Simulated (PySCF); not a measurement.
Computed shifts of a molecule C₂H₆BFN₂, PBE0/pcSseg-1 (PySCF), GIAO, gas phase, equivalent atoms averaged, in ppm (number of nuclei): ¹³C: 179.6 (1), 58.7 (1). ¹⁵N: 449.1 (1), 80.2 (1). ¹⁹F: -134.9 (1). ¹H: 8.31 (1), 4.44 (1), 3.98 (3), 3.09 (1). References: ¹³C against TMS (σ = 186.3 ppm); ¹⁵N against NH3 (σ = 267.4 ppm); ¹¹B against BF3 (σ = 88.8 ppm); ¹⁹F against CFCl3 (σ = 167.2 ppm); ¹H against TMS (σ = 31.56 ppm), references at their B3LYP-D3(BJ)/def2-TZVP geometries, non-relativistic. The structure is a stationary point at B3LYP-D3(BJ)/def2-SVP. The values are those of a single conformer.

Problem. Which molecule gave these data?
A. C=C(F)B(N)N
B. FB1NCCN1
C. NB(N)/C=C\F
D. C/N=C/B(N)F

Solution. D, C/N=C/B(N)F
